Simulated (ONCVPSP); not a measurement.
arsenic (As): variants of one ONCV potential

Base potential:

```
Element                 : As
Generator               : ONCVPSP 4.0.1
Type                    : optimised norm-conserving Vanderbilt (ONCV)
Functional              : PBE
Relativity              : scalar-relativistic
Frozen core             : [Ne]
Valence charge          : 23
Reference configuration : 3s2 3p6 3d10 4s2 4p3
Partial waves           : 3s+4s: rc 0.85 bohr, ncon 3, nbas 7, qcut 13.9 1/bohr, 2 projectors; 3p+4p: rc 1.15 bohr, ncon 4, nbas 7, qcut 13.4 1/bohr, 2 projectors; 3d: rc 1.15 bohr, ncon 4, nbas 9, qcut 13.6 1/bohr, 2 projectors, debl 3.3 Ha; f scattering state at 0.27 Ha: rc 1.05 bohr, ncon 4, nbas 7, qcut 10.3 1/bohr, 1 projector
Local potential         : polynomial inside 0.65 bohr (lpopt 5, dvloc0 4 Ha)
Core correction         : Teter function, fcfact 5.25, rcfact 1.55
```

Cutoffs, loose and tight: the cutoffs (Ha) at which the residual kinetic energy of the hardest occupied pseudo-wave falls to 1 and 0.1 mHa per electron. They do not see the model core or the augmentation charge, which bear on the density cutoff. Test errors are all-electron minus pseudo excitation energies from the reference, over the configurations 3s2 3p6 3d10 4s2 4p2; 3s2 3p6 3d10 4s2 4p1; 3s2 3p6 3d10 4s2 4p0; 3s2 3p6 3d10 4s1 4p4. A dash means not determined; rows that change the core or the reference have their own tests.

| change | outcome | cutoff, loose | cutoff, tight | bound ghosts | GHOST(+) flags above zero | largest test error (meV) |
| --- | --- | --- | --- | --- | --- | --- |
| base | generated | 78 Ha | 86 Ha | none | none | -26 |
| p: qcut 8.4 | generated | 100 Ha | 120 Ha | none | p | -5.9 |
| p: qcut 9.8 | generated | 78 Ha | 103 Ha | none | none | -6.3 |
| p: qcut 11.1 | generated | 78 Ha | 86 Ha | none | none | -6.8 |
| p: qcut 12.3 | generated | 78 Ha | 86 Ha | none | none | -7.5 |
| p: qcut 13.3 | generated | 78 Ha | 86 Ha | none | none | -13 |
| p: qcut 14.6 | generated | 78 Ha | 86 Ha | none | none | -5.9 |
| p: qcut 15.8 | generated | 78 Ha | 86 Ha | none | none | -5.5 |
| p: qcut 17.4 | generated | 78 Ha | 86 Ha | none | none | -6.3 |
| p: qcut 18.9 | generated | 78 Ha | 89 Ha | none | none | -6.7 |
| p: qcut 20.1 | generated | 78 Ha | 86 Ha | none | none | -6.2 |

Reading the sweep of the qcut of the p channel (base included, trends over the rows without a ghost): The loose cutoff falls from 100 Ha at 8.4 to 78 Ha at 20.1 1/bohr. The median size of the test errors (rows with all tests solved) is not monotonic: lowest 1.3 meV at 15.8 1/bohr, highest 9.6 meV at 13.4 1/bohr.
